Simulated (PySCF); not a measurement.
This PySCF input asks for the NMR shieldings of SMILES C1[C@@H](Cl)C[SiH2]C1, C₄H₉ClSi; the geometry comes from GFN2-xTB.

```python
import basis_set_exchange as bse
import numpy as np
from pyscf import gto, dft
from pyscf.prop import nmr

atoms = """
Cl   -0.785323   -1.155257    1.914657
C    -0.784759   -0.998987    0.128646
C     0.651678   -1.075928   -0.367454
C     1.401635    0.174363    0.102247
Si    0.092307    1.562430    0.121631
C    -1.349440    0.363418   -0.236249
H    -1.393615   -1.829393   -0.239421
H     0.620761   -1.103131   -1.459619
H     1.135412   -1.991330   -0.021823
H     2.254290    0.371993   -0.544129
H     1.797505    0.008449    1.103521
H    -0.028535    2.224194    1.419108
H     0.256672    2.532098   -0.964716
H    -2.263241    0.566762    0.317216
H    -1.609762    0.358310   -1.295527
"""
names = dict.fromkeys(["Cl", "C", "Si", "H"], "pcSseg-1")
basis = {el: gto.basis.parse(bse.get_basis(n, elements=[el], fmt="nwchem")) for el, n in names.items()}
mol = gto.M(atom=atoms, basis=basis, charge=0, verbose=0)
mf = dft.RKS(mol, xc="PBE0")
mf.grids.level = 2
mf.grids.alignment = dft.numint.BLKSIZE   # the property module wants whole blocks of grid points
mf.conv_tol = 1e-9
mf.kernel()

calc = nmr.RKS(mf)   # GIAO
C = mf.mo_coeff
Co = C[:, mf.mo_occ > 0]
resp = mf.gen_response(singlet=True, hermi=2)
def vind(x):   # induced exchange potential for any number of trial vectors
    d = np.einsum("pi,xij,qj->xpq", C, 2 * x.reshape(-1, C.shape[1], Co.shape[1]), Co, optimize=True)
    return np.einsum("xpq,pi,qj->xij", resp(d - d.transpose(0, 2, 1)), C, Co, optimize=True).ravel()
mo1, _ = nmr.rhf.solve_mo1(calc, with_cphf=vind)
sigma = calc.kernel(mo1)
for i, s in enumerate(sigma):   # ppm
    print("%2d %-2s %9.2f" % (i, mol.atom_pure_symbol(i), np.trace(s) / 3))
```

**Question.** What does it print?

**Answer.** 
```
 0 Cl    782.15
 1 C     117.37
 2 C     146.47
 3 C     181.89
 4 Si    383.10
 5 C     163.72
 6 H      26.99
 7 H      30.17
 8 H      29.36
 9 H      30.80
10 H      30.23
11 H      27.29
12 H      27.54
13 H      30.27
14 H      30.74
```

These numbers come from an equivalent density-fitted implementation of the same equations, which agrees with the script to about 0.01 ppm for H and up to a few tenths of a ppm for heavy atoms, so last digits may differ.

**Question.** Turn these shieldings into chemical shifts. References, each an isolated molecule treated in the same way: $^{35}$Cl (σ = 949.78 ppm) against HCl; $^{13}$C (σ = 186.93 ppm) and $^{29}$Si (σ = 349.16 ppm) and $^{1}$H (σ = 31.72 ppm) vs TMS.

**Answer.** Averaging equivalent atoms: Cl 0: 168; C 1: 69.6; C 2: 40.5; C 5: 23.2; C 3: 5.0; Si 4: -33.9; H 6: 4.73; H 11: 4.43; H 12: 4.18; H 8: 2.35; H 7: 1.55; H 10: 1.49; H 13: 1.45; H 14: 0.98; H 9: 0.91 ppm. 

Size and cost of the density-fitted run: 161 basis functions, 38 s wall time on 1 thread of an Arm Neoverse N1, shared host; peak memory 0.74 GiB.
